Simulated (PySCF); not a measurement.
C₃H₈N₂Si, SMILES C#CC[SiH](N)N.

Geometry: B3LYP-D3(BJ)/def2-SVP. This is a generated structure with no PubChem entry under its InChIKey; it may be hypothetical. The values are those of a single conformer.

Method: PBE0/def2-TZVP (PySCF).

Gas-phase values at a fixed geometry.

total energy: -517.83719 hartree
highest occupied level: -6.86 eV
lowest empty level: 0.90 eV
orbital gap: 7.77 eV
dipole moment: 1.37 D
quadrupole, principal values (traceless, Buckingham form, about the centre of nuclear charge): -6.47, -3.97, 10.44 D·Å
mean static polarisability: 73.6 bohr³ (10.90 Å³)
polarisability, principal values: 59.4, 64.6, 96.6 bohr³
